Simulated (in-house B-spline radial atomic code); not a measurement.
**Br⁺: [Ar] 3d9 4s2 4p4 7s1 (an excited or competing configuration)**

Level of theory: Dirac-Hartree-Fock, average of configuration, Fermi nucleus of rms radius 4.1629 fm; calculated with an all-electron radial atomic-structure program (B-spline basis).

Screening seen three ways: the hydrogenic charge with the same mean radius, Z_r = [3n² - l(l+1)]/(2<r>), the one with the same energy, Z_e = n√(-2ε), and Slater's rules. Values are occupation-weighted means over j. An effective charge above Z reflects the relativistic contraction of the inner shells.

```csv
shell,electrons,ε (eV),<r> (bohr),Z_r,Z_e,Slater
1s,2,-13604,0.04273,35.10,31.62,34.70
2s,2,-1866.7,0.1886,31.81,23.43,30.85
2p,6,-1646,0.1653,30.25,22.00,30.85
3s,2,-312.92,0.5433,24.85,14.39,23.75
3p,6,-240.1,0.5552,22.51,12.60,23.75
3d,9,-121.72,0.5677,18.49,8.97,14.20
4s,2,-50.522,1.554,15.44,7.71,8.80
4p,4,-33.812,1.781,12.91,6.31,8.80
7s,1,-2.7698,14.83,4.96,3.16,2.00
```

The least bound orbital is 7s1/2 at -2.77 eV, and it is also the most diffuse (<r> = 14.83 bohr). The part-filled 3d shell lies below the filled 4s shell in orbital energy.

Spin-orbit splittings of the orbital energies (j = l + 1/2 above j = l - 1/2 when positive): 2p 47.93 eV, 3p 7.379 eV, 3d 1.197 eV, 4p 0.758 eV.

For the 1s electron the small component carries 1.61 % of the norm, the zero-frequency Breit interaction raises the level by 21.59 eV, self-energy by 11.38 eV, and vacuum polarisation lowers it by 1.161 eV.

The density falls to 0.001 bohr⁻³ at 3.584 bohr; Σ<r²> = 272.1 bohr² gives, by the non-relativistic formula and without the paramagnetism of open shells, a Langevin diamagnetic susceptibility of -215.5×10⁻⁶ cm³/mol.
